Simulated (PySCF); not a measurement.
C₂H₈BFN₂, SMILES C[C@H](F)B(N)N.

The structure is a stationary point at r2SCAN-D4/def2-SVP. The structure was generated by enumeration; whether it is a known compound was not checked. Other conformers were not sampled.

Two levels are set side by side: PBE/def2-TZVP (PySCF) and PBE0/def2-TZVP (PySCF). Same geometry, gas phase. Differences are taken from unrounded values.

```
quantity                       PBE
---------------------------  -----
orbital gap (eV)              5.58
highest occupied level (eV)  -5.58
lowest empty level (eV)       0.00
dipole moment (D)             2.43
mean polarisability (bohr³)   57.3
```

These are the PBE values. What does PBE0 give? (Estimate from the structure and the level; the computed values follow.)


| quantity | PBE0 | PBE minus PBE0 |
|---|---|---|
| orbital gap (eV) | 7.78 | -2.20 |
| highest occupied level (eV) | -6.99 | 1.41 |
| lowest empty level (eV) | 0.79 | -0.79 |
| dipole moment (D) | 2.49 | -0.06 |
| mean polarisability (bohr³) | 54.8 | 2.5 |

PBE's occupied levels lie high since its potential decays too fast outside the molecule; exact exchange lowers them and widens the gap. PBE's more diffuse valence density responds more strongly to a field. Differences between two approximate levels are no errors against the true value.

Rough cost on one machine, each run with all the roots and properties that it gave: PBE0 against PBE within a factor of 2.
